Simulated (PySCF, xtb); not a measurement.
CrO2F2, SMILES [Cr]([F])(=[O])(=[O])[F], multiplicity 1.

Harmonic wavenumbers (cm⁻¹) from xtb with GFN2-xTB at its own minimum, in rising order: 217, 264, 298, 305, 343, 576, 621, 936, 1020.

What does PBE-D3(BJ)/def2-SVP run with PySCF 2.14.0 give at its own minimum? (Estimate from the structure and the level; the computed values follow.)

221, 284, 298, 323, 419, 736, 797, 1087, 1105. Paired by order, the mean absolute difference is 77 cm⁻¹ and the zero-point energies are 6.5 and 7.5 kcal/mol.
